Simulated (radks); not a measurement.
Results of a calculation; reference values are marked as such.
Spherical quantum dot in the effective-mass picture: electrons in a parabolic well V = omega^2 r^2 / 2 with omega = 0.0505, with a point charge +1 (a donor) at the centre, all in effective atomic units (hartree* = m*/eps^2 hartree, bohr* = eps/m* bohr), one dielectric constant everywhere. Level of theory: non-relativistic Kohn-Sham, PBEsol, spin-polarised, spherical densities (a radial shooting solver with Libxc functionals). Levels are named by radial order and angular momentum (1s, 1p, 1d, 2s, ...), and open shells are averaged over m.

N = 31, configuration 1s2 1p6 1d10 2s2 1f(up 7, down 4). This is the lowest configuration that the search found (a dilute case). Occupied levels:

| level | occupation | eigenvalue (hartree*) | <r> (bohr*) |
|---|---|---|---|
| 1s down | 1 | 1.8635 | 2.825 |
| 1s up | 1 | 1.8641 | 2.758 |
| 2s up | 1 | 1.8918 | 15.97 |
| 2s down | 1 | 1.8930 | 14.90 |
| 1p up | 3 | 1.8957 | 16.56 |
| 1p down | 3 | 1.8972 | 15.63 |
| 1d up | 5 | 1.9040 | 17.58 |
| 1d down | 5 | 1.9065 | 17.01 |
| 1f up | 7 | 1.9145 | 18.36 |
| 1f down | 4 | 1.9178 | 18.02 |

Energy (hartree*): total 33.3163, kinetic 1.1937, external 8.4186, Hartree 26.553, exchange-correlation -2.8488.
